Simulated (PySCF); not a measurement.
**Pb²⁺ (lead, charge +2) across methods**

[Xe] 4f14 5d9 6s2 7s1, high-spin 3D determinant (an excited configuration). Computed with PySCF 2.14 in aug-cc-pVTZ-PP with ECP60MDF (6s5p4d2f, 55 functions), with scalar relativity through the core potential.

```
method  E (hartree)  mean ε 6s α (eV)  mean ε 6s β (eV)  mean ε 7s α (eV)  Σ⟨r²⟩ (bohr²)   ⟨S²⟩
   LDA    -190.6395           -33.471           -32.987           -11.931          58.07  2.000
M06-2X    -190.8151           -35.177           -34.679           -13.074          57.69  2.001
r2SCAN    -190.9948           -33.013           -32.683           -11.944          58.11  2.001
 B97-3    -190.9653           -34.038           -33.519           -12.216          58.45  2.000
 wB97X    -190.9579           -36.362           -36.037           -13.526          59.09  2.001
   PBE    -190.9580           -32.975           -32.452           -11.942          57.99  2.000
  BLYP    -190.9172           -32.886           -32.496           -11.723          57.97  2.000
  PBE0    -190.9201           -34.080           -33.481           -12.368          58.53  2.000
   UHF   -189.97058           -36.361           -35.445           -13.096          60.72  2.001
```

Energies and moments cover only the electrons outside the core potential. Spin-orbit coupling, absent here, splits the open shell strongly. The outer electron is Rydberg-like, and this basis confines it to a smaller radius and binds it less than a complete one would.
